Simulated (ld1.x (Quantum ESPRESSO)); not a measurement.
**Rh: variants of one TM potential**

Base potential:

| Property | Result |
| --- | --- |
| Element | rhodium (Rh) |
| Generator | ld1.x (Quantum ESPRESSO) 7.5 |
| Type | norm-conserving Troullier–Martins (Kleinman–Bylander form) |
| Functional | PBEsol |
| Relativity | scalar-relativistic |
| Frozen core | [Ar] 3d10 4s2 |
| Valence charge | 15 |
| Reference configuration | 4p6 4d8.5 5s0.5 5p0 |
| Partial waves | 5s (bound): rc 2.15 bohr; 4p (bound): rc 1.00 bohr; 4d (bound): rc 1.80 bohr |
| Local potential | all-electron potential smoothed inside 1.85 bohr (lloc = -1) |
| Core correction | Bessel-smoothed model core inside 0.65 bohr |

Cutoffs, loose and tight: the cutoffs (Ry, on a coarse ladder) from which the occupation-weighted sum of valence levels, in a spherical-Bessel basis at the reference potential, stays within 10 and 1 mRy of its value at 400 Ry. They do not see the model core or the augmentation charge, which bear on the density cutoff. Test errors are all-electron minus pseudo excitation energies from the reference, over the configurations 4p6 4d8 5s1 5p0; 4p6 4d8 5s0 5p0; 4p6 4d7 5s0 5p0; 4p6 4d7 5s1 5p1; 4p6 4d6 5s0 5p0; 4p6 4d7 5s2 5p0; 4p5 4d8 5s1 5p0. A dash means not determined; rows that change the core or the reference have their own tests.

A true bound ghost makes a file unfit for plane-wave use even where its test errors are small: the radial tests pick states by their node count and pass the ghost by.

```tsv
change	outcome	cutoff, loose	cutoff, tight	bound ghosts	largest test error (meV)
base	generated	140 Ry	180 Ry	s	-161
wave 4d (bound): rc 1.80 bohr becomes 4d (bound): rc 1.14 bohr	generated	140 Ry	180 Ry	s	-139
wave 4d (bound): rc 1.80 bohr becomes 4d (bound): rc 1.48 bohr	generated	140 Ry	180 Ry	s	-144
wave 4d (bound): rc 1.80 bohr becomes 4d (bound): rc 1.62 bohr	generated	140 Ry	180 Ry	s	-149
wave 4d (bound): rc 1.80 bohr becomes 4d (bound): rc 1.90 bohr	generated	140 Ry	180 Ry	s	-171
wave 4d (bound): rc 1.80 bohr becomes 4d (bound): rc 2.62 bohr	generated	140 Ry	180 Ry	s	-354
```

(1) What comes out with this change to the base: wave 4d (bound): rc 1.80 bohr becomes 4d (bound): rc 2.20 bohr?

(2) What comes out with this change to the base: wave 4d (bound): rc 1.80 bohr becomes 4d (bound): rc 2.36 bohr?

Results:

(1) outcome: generated; cutoff, loose: 140 Ry; cutoff, tight: 180 Ry; bound ghosts: s; largest test error (meV): -226.

(2) outcome: generated; cutoff, loose: 140 Ry; cutoff, tight: 180 Ry; bound ghosts: s; largest test error (meV): -272.

Reading the sweep of the d radius (base included, trends over the rows without a ghost): Bound ghosts are found at 1.14, 1.48, 1.62, 1.8, 1.9, 2.2, 2.36, 2.62 bohr. Every judged row has one, so this setting neither creates nor removes them.
